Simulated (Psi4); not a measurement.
Pair of molecules: NH3 (SMILES N) (first 4 atoms) with C3H6 (SMILES C=CC); geometry from B3LYP-D3(BJ)/def2-TZVP, rigid monomers moved along the line of their centres of mass till H4···C6 is 4.70 Å.
(charge 0, multiplicity 1):
```xyz
13

N     -0.211    -0.209     0.537
H     -0.712    -0.855    -0.062
H      0.738    -0.148     0.187
H     -0.165    -0.623     1.462
C      0.189    -0.719     6.319
C     -0.456     0.408     6.041
C      0.189     1.723     5.741
H      1.272    -0.756     6.361
H     -0.340    -1.641     6.522
H     -1.543     0.395     6.011
H     -0.160     2.495     6.433
H      1.275     1.661     5.816
H     -0.072     2.052     4.732
```

Calculation: SAPT0/jun-cc-pV(D+d)Z run with Psi4.

Give the four SAPT terms and the total, and say what mostly holds the pair together.

electrostatics -0.24, exchange 0.00, induction -0.01, dispersion -0.09, total -0.33 kcal/mol; the largest attraction is electrostatics.
